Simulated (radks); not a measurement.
Values are calculated unless marked as measured or tabulated.
Removal energies from the technetium ion Tc7+, [Kr], by Delta-SCF beside the eigenvalue of the level emptied. Level of theory: scalar-relativistic Kohn-Sham, LDA (Slater exchange, Perdew-Wang correlation), spin-polarised, spherical densities, finite nucleus; Fermi nuclear charge, rms radius of each element as measured or else 0.836 A^(1/3) + 0.57 fm (a radial shooting solver on a logarithmic mesh with Libxc functionals). Open shells are filled with parallel spins first.

removed from        final configuration  Delta-SCF (eV)  -eigenvalue (eV)
4p                    [Ar] 3d10 4s2 4p5          152.10            142.37
4s                    [Ar] 3d10 4s1 4p6          182.58            172.24
3d                     [Ar] 3d9 4s2 4p6          378.69            356.59
3p            [Ne] 3s2 3p5 3d10 4s2 4p6          542.77            521.74
